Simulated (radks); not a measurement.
Ba II, configuration [Xe] 6s0.75 6p0.25 (fractional occupations, a model configuration).

Calculated with a radial shooting solver on a logarithmic mesh with Libxc functionals: scalar-relativistic Kohn-Sham, LDA (Slater exchange, Perdew-Wang correlation), spin-unpolarised, spherical densities, point nucleus.

Energy parts (eV):
part                      energy
total                 -221203.61
kinetic                233467.73
electron-nucleus      -535087.18
Hartree                 85613.76
exchange-correlation    -5197.93

Orbitals (lengths in bohr, moments of r in powers of bohr; <r^-3> diverges for s and p1/2; r(max) is where P^2 peaks):
orbital  occ.  eigenvalue (eV)      <r^4>   r(max)  <r^-3>
1s          2        -37226.97  2.079e-06  0.01644       -
2s          2        -5890.284  0.0003476  0.09296       -
2p          6        -5285.261  0.0002527  0.07464    7019
3s          2        -1247.681    0.01446   0.2666       -
3p          6        -1053.699    0.01511   0.2608    1379
3d         10        -771.1938    0.01276   0.2150   189.8
4s          2        -249.3450     0.3846   0.6249       -
4p          6        -186.7042     0.5117   0.6535   290.5
4d         10         -95.7344     0.9163   0.6953   32.05
5s          2         -39.8174      13.30    1.466       -
5p          6         -24.7567      26.45    1.666   40.04
6s       0.75          -7.9721      611.1    3.808       -
6p       0.25          -5.2742       1461    4.764   4.622

The highest occupied level is 6p at -5.274 eV. Summed over all electrons, <r^2> = 67.74 bohr^2, which gives a Langevin (diamagnetic) susceptibility term of -53.7 x 10^-6 cm^3/mol.
